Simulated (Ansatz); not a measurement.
Consider the redistribution: `N[B]([GeH3])CF` + `[F][GeH2][CH2]Cl` → `NB(Cl)CF` + `[F][GeH2][CH2][GeH3]`.

Gas-phase electronic energies from Ansatz, PBE0-D4/def2-TZVP geometries. CBS: MP2 limit from def2 TZ/QZ plus the TZ coupled-cluster correction, frozen cores. DFT in def2-TZVPP. B3LYP here is the variant with VWN-RPA as its local correlation; programs differ in this. For Ge outer-core shells are correlated without core-valence functions, which leaves a few kJ/mol of doubt a bond. Scalar relativity is left out up to krypton. One conformer a species, not always the lowest.

CCSD(T)/CBS gives -38.1 kcal/mol.

Task: Another level gave -35.2 kcal/mol. Which?
A. r2SCAN/def2-TZVPP
B. PBE-D4/def2-TZVPP
C. B3LYP-D4/def2-TZVPP
D. SCS-MP2/def2-TZVPP

Result: B. PBE-D4 -35.2, SCS-MP2/def2-TZVPP -39.7, B3LYP-D4 -36.5, r2SCAN -38.1 kcal/mol.

Largest T1 diagnostic among the species: 0.012.

From PBE to PBE0 (25 % exact exchange), in def2-TZVPP and without D4, ΔE moves by −1.8 kcal/mol.
